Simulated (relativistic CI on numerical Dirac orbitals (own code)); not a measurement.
Level scheme of Pd⁸⁺

Calculated at this level of theory: Dirac-Coulomb-Breit CI, separate exchange-only KLI orbitals for each configuration, model QED (radiative potential, 1s self-energy scaled to tabulated hydrogen-like ionisation energies), unscaled Slater integrals (own radial code, finite nucleus).

Configuration list (outside the closed core [Ar] 3d10): 4s2.4p6.4d2, 4s2.4p6.4d.4f, 4s2.4p5.4d3, 4s2.4p6.4d.5s, 4s2.4p6.4d.5p, 4s.4p6.4d3, 4s2.4p6.5s.5p, 4s2.4p5.4d2.4f, 4s2.4p6.4f.5s, 4s2.4p6.4d.5d, 4s2.4p6.4d.6s, 4s2.4p6.4d.6p, 4s2.4p6.4d.5f, 4s.4p6.4d2.4f, 4s2.4p5.4d2.5s, 4s2.4p6.4d.5g, 4s2.4p6.4d.6d, 4s2.4p6.4d.7s, 4s2.4p6.4d.7p, 4s2.4p5.4d2.5p, 4s2.4p6.4d.6f, 4s2.4p6.4f2, 4s2.4p5.4f3, 4s2.4p6.5s2, 4s2.4p5.4f.5s2, 4s2.4p6.5p2, 4s2.4p5.4f.5p2, 4s2.4p6.4f.5p, 4s2.4p5.4f2.5p, 4p6.4d4, 4p5.4d5, 4p5.4d4.4f, 4s.4p6.4d.5s2, 4s.4p6.4f.5s2, 4s.4p6.5s2.5p, 4s.4p5.4d.4f.5s2. Double excitations out of closed p, d and f shells are left out; levels of such configurations are missing from the list, as are those of other unlisted configurations, and high levels can miss mixing partners. These lack a partner that the ground configuration has and come out too high: 4s.4p6.4d2.4f, 4s2.4p5.4d2.5s, 4s2.4p5.4d2.5p.

The lowest level is 4s2.4p6.4d2 3F_2, with 95 % of that term; Hund's rules for 4s2.4p6.4d2 give 3F with J = 2, in agreement.

| No. | Configuration | Term | J | E (cm⁻¹) | % | Landé g | Lifetime (s) |
| --- | --- | --- | --- | --- | --- | --- | --- |
| 1 | 4s2.4p6.4d2 | 3F | 2 | 0 | 95 | 0.677 |  |
| 2 | 4s2.4p6.4d2 | 3F | 3 | 4365 | 99 | 1.083 | 4.85e-01 |
| 3 | 4s2.4p6.4d2 | 3F | 4 | 8936 | 97 | 1.246 | 5.26e-01 |
| 4 | 4s2.4p6.4d2 | 3P | 0 | 18471 | 97 |  | 5.50e+00 |
| 5 | 4s2.4p6.4d2 | 1D | 2 | 18650 | 56 | 1.195 | 1.53e-01 |
| 6 | 4s2.4p6.4d2 | 3P | 1 | 20420 | 98 | 1.501 | 2.10e+00 |
| 7 | 4s2.4p6.4d2 | 3P | 2 | 25769 | 58 | 1.293 | 1.07e-01 |
| 8 | 4s2.4p6.4d2 | 1G | 4 | 28632 | 97 | 1.003 | 1.18e-01 |
| 9 | 4s2.4p6.4d2 | 1S | 0 | 68682 | 97 |  | 7.19e-03 |
| 10 | 4s2.4p6.4d.5s | 3D | 1 | 321388 | 99 | 0.498 | 1.92e-06 |
| 11 | 4s2.4p6.4d.5s | 3D | 2 | 322811 | 88 | 1.148 | 1.85e-06 |
| 12 | 4s2.4p6.4d.5s | 3D | 3 | 327748 | 99 | 1.334 | 1.89e-06 |
| 13 | 4s2.4p6.4d.5s | 1D | 2 | 332792 | 88 | 1.018 | 1.54e-06 |
| 14 | 4p5.4d3(4P) | 5S° | 2 | 408067 | 88 | 1.953 | 8.87e-08 |
| 15 | 4p5.4d3(4F) | 5D° | 3 | 409092 | 56 | 1.382 | 3.87e-07 |
| 16 | 4p5.4d3(4F) | 5D° | 2 | 409112 | 59 | 1.343 | 3.03e-08 |
| 17 | 4p5.4d3(4F) | 5D° | 1 | 410196 | 78 | 1.204 | 2.09e-08 |
| 18 | 4p5.4d3(4P) | 5D° | 4 | 410698 | 55 | 1.420 | 1.02e-07 |
| 19 | 4p5.4d3(4F) | 5D° | 0 | 411569 | 98 |  | 3.31e-08 |
| 20 | 4s2.4p6.4d.5p | 3F° | 2 | 416618 | 49 | 0.849 | 5.15e-11 |
| 21 | 4p5.4d3(4F) | 5F° | 5 | 417789 | 67 | 1.355 | 1.64e-05 |
| 22 | 4s2.4p6.4d.5p | 3D° | 1 | 418912 | 88 | 0.565 | 2.60e-11 |
| 23 | 4p5.4d3(4P) | 5D° | 4 | 420856 | 36 | 1.344 | 5.91e-09 |
| 24 | 4p5.4d3(4F) | 5F° | 1 | 421649 | 60 | 0.394 | 1.80e-09 |
| 25 | 4p5.4d3(4F) | 5F° | 2 | 421715 | 33 | 1.053 | 1.88e-09 |
| 26 | 4p5.4d3(4P) | 5D° | 3 | 422011 | 32 | 1.253 | 3.95e-09 |
| 27 | 4s2.4p6.4d.5p | 3D° | 2 | 423391 | 72 | 1.164 | 2.90e-11 |
| 28 | 4p5.4d3(4F) | 5G° | 6 | 425337 | 96 | 1.328 |  |
| 29 | 4s2.4p6.4d.5p | 3F° | 3 | 425393 | 46 | 1.196 | 3.60e-11 |
| 30 | 4p5.4d3(2H) | 3G° | 3 | 426747 | 63 | 0.768 | 6.18e-09 |
| 31 | 4s2.4p6.4d.5p | 3F° | 2 | 426915 | 48 | 0.878 | 4.43e-11 |
| 32 | 4p5.4d3(2H) | 3G° | 4 | 429758 | 61 | 1.063 | 3.73e-09 |
| 33 | 4s2.4p6.4d.5p | 3F° | 3 | 430358 | 52 | 1.191 | 3.82e-11 |
| 34 | 4p5.4d3(2G) | 3F° | 2 | 431304 | 28 | 1.084 | 8.91e-10 |
| 35 | 4p5.4d3(2H) | 3G° | 5 | 432038 | 37 | 1.252 | 2.93e-09 |
| 36 | 4p5.4d3(2G) | 3F° | 2 | 432883 | 35 | 0.985 | 1.31e-09 |
| 37 | 4s2.4p6.4d.5p | 3P° | 1 | 435586 | 63 | 1.306 | 3.95e-11 |
| 38 | 4p5.4d3(2H) | 1G° | 4 | 435628 | 35 | 1.085 | 6.71e-09 |
| 39 | 4s2.4p5.4d3 | 3D° | 1 | 436384 | 28 | 0.953 | 1.61e-10 |
| 40 | 4p5.4d3(2H) | 3G° | 5 | 436397 | 38 | 1.232 | 4.24e-09 |
| 41 | 4p5.4d3(2D) | 3D° | 3 | 436399 | 39 | 1.223 | 4.07e-10 |
| 42 | 4s2.4p6.4d.5p | 3F° | 4 | 436424 | 98 | 1.248 | 6.10e-11 |
| 43 | 4s2.4p6.4d.5p | 3P° | 0 | 437072 | 97 |  | 3.36e-11 |
| 44 | 4p5.4d3(2G) | 3F° | 3 | 437317 | 31 | 1.173 | 7.46e-10 |
| 45 | 4p5.4d3(4F) | 5G° | 4 | 438676 | 48 | 1.166 | 2.77e-08 |

Energies count from the lowest computed level; ° marks odd parity; lifetimes are radiative, by E1, M1, E2 decay to levels of this space only; some are left blank where a channel outside the calculation adds to the decay or the decay crosses a small, uncertain gap. Percentages are summed over parent terms; the parents shown are those of the largest component, closed shells are left out there.

The mean weight of the leading LS term, summed over parents, in these 45 levels is 66 %, and that of the leading jj configuration (from the same eigenvectors) 64 %.

At this charge configurations can still be misplaced by up to about 7 % of their energy. Terms inside the open d or f shell come out 10 to 20 % too wide with unscaled integrals.

Landé's interval rule says that E(J) − E(J−1) = AJ with one A. For the ground term the intervals give A = 1454.9, 1142.8 cm⁻¹ for J = 3, 4; the multiplet is regular.

LS names give the leading component of a level, which can be under half, so a name can repeat, a term be missing and a line seem to break the LS rules.
